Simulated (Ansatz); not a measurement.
A nudged elastic band was laid between two geometries of C$_{3}$H$_{10}$OSi (15 atoms, charge 0, multiplicity 1).

All numbers below come from RKS BHLYP-D4/6-31G* (Ansatz 0.2.0).

```json
{
 "movable images": "7",
 "climbing image": "yes",
 "spring": "5.0 eV/Å²",
 "optimiser": "quadratic models (default)",
 "start path": "through a guess of the saddle point",
 "force threshold": "0.05 eV/Å",
 "iteration limit": "59",
 "end points": "relaxed"
}
```

Initial state:

```xyz
15
Properties=species:S:1:pos:R:3
Si 0.129 0.334 -0.408
H 1.327 0.302 -1.288
O 0.616 0.094 1.154
C 1.369 -1.014 1.565
H 2.278 -1.124 0.972
C -1.049 -1.011 -0.963
C -0.679 2.013 -0.460
H 0.797 -1.939 1.493
H 1.654 -0.870 2.602
H -1.955 -1.014 -0.360
H -0.600 -2.000 -0.893
H -1.341 -0.860 -2.002
H -1.553 2.042 0.187
H 0.008 2.787 -0.127
H -1.001 2.261 -1.470
```

Final state:

```xyz
15
Properties=species:S:1:pos:R:3
Si -0.444 -0.018 0.345
H 2.835 0.030 -1.574
O -0.751 -0.259 1.961
C 0.637 -0.655 1.650
H 2.529 -0.099 -0.917
C -1.295 -1.158 -0.853
C -0.331 1.747 -0.231
H 0.806 -1.713 1.809
H 1.364 -0.037 2.163
H -1.310 -2.173 -0.466
H -0.791 -1.167 -1.818
H -2.325 -0.848 -1.023
H -1.320 2.179 -0.370
H 0.197 2.350 0.503
H 0.198 1.821 -1.179
```

Question: What changes between the two ends?

Answer: Bonds broken: Si1–H2, C4–H5. Bonds formed: Si1–C4, H2–H5. C3H10OSi becomes C3H8OSi + H2.

Question: Give the energies along the band, and the barrier.

Answer: The forces met the threshold. The highest image is number 5 of 0 to 8, 425.6 kJ/mol above the first end and 200.7 kJ/mol above the last; the last end lies 224.9 kJ/mol above the first. Beside the main top the profile has a ripple of under 15 meV (maxima at images 1, 5), which may be a very shallow well or noise. Neighbouring images differ by up to 3.9 eV, so the band resolves the path poorly. A vibrational analysis at the climbing image gives one clearly imaginary mode, 1795i cm⁻¹: a first-order saddle point. The orbitals stay closed-shell, which can raise the energy where a bond breaks towards radicals; this wasn't checked here.

```csv
image,path coordinate (Å),energy (kJ/mol),Si1–H2 (Å),C4–H5 (Å),Si1–C4 (Å)
0,0.00,0.0,1.49,1.09,2.69
1,1.27,4.2,1.49,1.09,2.69
2,2.54,3.4,1.49,1.09,2.69
3,3.81,3.0,1.49,1.09,2.71
4,5.08,49.1,1.49,1.09,2.51
5,6.34,425.6,1.83,1.59,1.97
6,7.37,252.4,2.63,2.39,1.81
7,8.40,227.3,3.34,2.99,1.81
8,9.43,224.9,3.80,3.24,1.81
```

Question: What is the geometry of the highest image?

Answer: 
```xyz
15
Properties=species:S:1:pos:R:3
Si -0.155 0.045 0.036
H 1.380 -0.235 -0.923
O -0.515 -0.145 1.638
C 0.884 -0.584 1.587
H 1.416 -0.452 0.091
C -1.081 -1.190 -0.991
C -0.156 1.844 -0.417
H 0.988 -1.630 1.856
H 1.527 0.051 2.185
H -0.703 -2.191 -0.798
H -0.986 -0.990 -2.054
H -2.134 -1.181 -0.721
H -1.070 2.315 -0.062
H 0.678 2.350 0.062
H -0.074 1.993 -1.490
```

Time of the run: 5.9 min on 2 threads of AMD EPYC 7R43 64-Core Processor (Zen 3), with other jobs on the host, peak memory 0.24 GiB.
